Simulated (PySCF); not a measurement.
A calculated (r2SCAN, PySCF 2.14, x2c-TZVPPall with one added diffuse shell each of s, p, d, f type, scalar relativity by spin-free X2C-1e) atom or ion has these occupied shells.

```
shell  electrons  orbital energy (eV)  rms radius, mean of both spins (bohr)
   1s          2             -15955.9                                 0.0451
   2s          2              -2172.2                                  0.187
   2p          6              -1928.4                                  0.166
   3s          2              -341.02                                  0.526
   3p          6              -261.39                                  0.538
   3d         10              -130.25                                  0.550
   4s          2              -42.335                                   1.45
   4p          6              -23.657                                   1.68
   5s          2               -3.572                                   4.70
```

(1) Name the element and its charge.

## Answers

(1) Sr (strontium, neutral), in [Kr] 5s2, closed-shell 1S.
